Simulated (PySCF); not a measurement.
CH₁₀GeSi₂.
Z-matrix (Å and degrees, GFN2-xTB geometry), rows numbered from 1:
```
C 
Ge  1  1.9753
Si  2  2.3508  1  113.02
Si  3  2.3176  2  112.01  1   -37.97
H   1  1.0878  2  110.77  3   -59.58
H   1  1.0867  2  111.80  3  -179.94
H   1  1.0879  2  110.65  3    59.69
H   2  1.5152  1  106.35  3   127.30
H   2  1.5150  1  105.96  3  -125.31
H   3  1.4688  2  108.54  1  -162.07
H   3  1.4704  2  107.72  1    85.04
H   4  1.4668  3  111.86  2   -57.83
H   4  1.4671  3  111.80  2    61.17
H   4  1.4641  3  113.04  2  -178.59
```

Vertical excitations from PySCF (density fitting, frozen core in the response, grid level 2 and gas phase unless stated; continuum runs use non-equilibrium linear response for the excitations) on a GFN2-xTB geometry. Reference run:

```tsv
settings	S1, eV (f)	S2, eV (f)	S3, eV (f)	S4, eV (f)	S5, eV (f)	S6, eV (f)	T1, eV (Tamm–Dancoff)	mean α (au)
PBE0/def2-SVPD, full TDDFT, 8 singlets	6.74 (0.002)	6.80 (0.202)	7.11 (0.012)	7.27 (0.067)	7.37 (0.064)	7.38 (0.033)	5.85	105.7
```

Question: What do these settings give: (1) LC-wPBE/def2-SVPD, IEF-PCM chloroform, fitting basis def2-universal-jkfit, TDA, 6 singlets; (2) PBE0/def2-SVPD, fitting basis def2-universal-jkfit, TDA, 6 singlets?

Answer: 
| settings | S1, eV (f) | S2, eV (f) | S3, eV (f) | S4, eV (f) | S5, eV (f) | S6, eV (f) | T1, eV (Tamm–Dancoff) | mean α (au) |
| --- | --- | --- | --- | --- | --- | --- | --- | --- |
| LC-wPBE/def2-SVPD, IEF-PCM chloroform, fitting basis def2-universal-jkfit, TDA, 6 singlets | 7.22 (0.022) | 7.29 (0.448) | 7.92 (0.020) | 7.98 (0.170) | 8.07 (0.123) | 8.23 (0.362) | – | 128.6 |
| PBE0/def2-SVPD, fitting basis def2-universal-jkfit, TDA, 6 singlets | 6.76 (0.002) | 6.85 (0.208) | 7.13 (0.011) | 7.31 (0.067) | 7.38 (0.042) | 7.39 (0.061) | 5.85 | 105.7 |

(1) S1 moves by +0.48 eV; functional, environment and response scheme change together, so the shift can't be laid on one. (2) S1 moves by +0.02 eV. States are counted by energy in each run and needn't keep their character from row to row.

Question: Give the leading configurations of S1 (H = HOMO, L = LUMO) and the HOMO–LUMO gap of each run.

Answer: 
| settings | S1 configurations (weight) | S1 (eV) | orbital gap (eV) | S1 − gap (eV) |
| --- | --- | --- | --- | --- |
| PBE0/def2-SVPD, full TDDFT, 8 singlets | H→L+1 0.97 | 6.74 | 7.75 | -1.01 |
| LC-wPBE/def2-SVPD, IEF-PCM chloroform, fitting basis def2-universal-jkfit, TDA, 6 singlets | H→L+2 0.88 | 7.22 | 12.20 | -4.98 |
| PBE0/def2-SVPD, fitting basis def2-universal-jkfit, TDA, 6 singlets | H→L+1 0.96 | 6.76 | 7.75 | -0.99 |

The structure is a single GFN2-xTB conformer; no vibrational corrections. The PBE0/def2-SVPD calculation is non-relativistic and has no spin–orbit coupling, an omission that weighs most on germanium.
